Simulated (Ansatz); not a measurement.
`O[Si](O)(Cl)[SiH](F)Cl` from Hartree–Fock to CCSD(T)

Cartesian coordinates in Å:
```
O -0.486 -0.074 1.945
Si -0.044 0.531 0.494
O -1.193 1.553 -0.024
Cl 1.780 1.460 0.723
Si 0.166 -1.095 -1.176
F 1.141 -2.233 -0.623
Cl 1.017 -0.269 -2.837
H 0.203 -0.386 2.535
H -1.487 2.265 0.549
H -1.096 -1.751 -1.586
```

Total charge 0; spin multiplicity 1. Geometry: relaxed with PBE0-D4/def2-TZVP. It is one conformer, not always the lowest. Frozen core, restricted reference, Ansatz. CBS rows extrapolate triple and quadruple zeta; past MP2 they add the triple-zeta difference.

| basis | HF (Eh) | MP2 corr. |
| --- | --- | --- |
| def2-TZVPP | -1748.23592 | -1.32928 |
| def2-QZVPP | -1748.29207 | -1.45315 |

**Question.** Estimate the CCSD correlation energy and the (T) correction in each basis where they were run (hartree).

**Answer.** 
| basis | CCSD corr. | (T) |
| --- | --- | --- |
| def2-TZVPP | -1.37706 | -0.05173 |
| CBS(def2) | -1.59269 | as TZ |
